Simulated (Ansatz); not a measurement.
Calculated with Ansatz (gas phase, PBE0-D4/def2-TZVP geometries, no zero-point term in ΔE). CBS: MP2 limit from def2 TZ/QZ plus the TZ coupled-cluster correction, frozen cores. This one scheme is used for every species. Each species was taken in one conformer, which may not be the lowest.

Reaction (cleavage of the B–B bond): `BB1BO1` + `OC[SiH2]Cl` → `BOC[SiH2]Cl` + `B1BO1`

```csv
species,HF/def2-QZVPP energy (Eh)
`BB1BO1`,-150.70774
`OC[SiH2]Cl`,-864.21495
`BOC[SiH2]Cl`,-889.52777
`B1BO1`,-125.45458
```

(1) Work out ΔE.

Largest T1 diagnostic among the species: 0.017.

Results:

(1) ΔE = (-889.52777) + (-125.45458) − (-150.70774) − (-864.21495) = -0.05966 Eh = -156.6 kJ/mol. CCSD(T)/CBS gives -146.8 kJ/mol.

From PBE to PBE0 (25 % exact exchange), in def2-TZVPP and without D4, ΔE moves by −6.6 kJ/mol.
